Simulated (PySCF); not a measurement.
Computed with PySCF and rigid-rotor harmonic-oscillator thermochemistry at 1 bar. Table values come from the NASA 1993 polynomials. S°(298 K) at PBE0/def2-TZVP differs from the NASA 1993 table for Na2O (+14 J/mol/K); whether the harmonic model or the table's entry is off was not settled. All species are closed-shell singlets. The harmonic model lacks anharmonicity and excited electronic states, which grow with temperature; levels with a mode under 35 cm⁻¹ are left out. Soft modes under 120 cm⁻¹ make the harmonic entropy rough for Na2O. The table's entry may be an old estimate for Na2O (not checked at source).

Harmonic frequencies at PBE0/def2-TZVP (cm⁻¹): 42, 49, 364, 695. Point group D∞h; S°(298 K) = 274.8 J/mol/K at this level.

### Question
Work out Cp and S° of gaseous Na2O at 500, 800, 1200, 1600, 2000 K from these, and set them beside the table.

### Answer
| T (K) | Cp PBE0/def2-TZVP | Cp table | S° PBE0/def2-TZVP | S° table |
|---|---|---|---|---|
| 500 | 59.3 | 59.4 | 304.6 | 291.0 |
| 800 | 61.1 | 61.1 | 333.0 | 319.4 |
| 1200 | 61.8 | 61.8 | 357.9 | 344.3 |
| 1600 | 62.0 | 62.0 | 375.7 | 362.1 |
| 2000 | 62.1 | 62.2 | 389.5 | 376.0 |
Units J/mol/K.
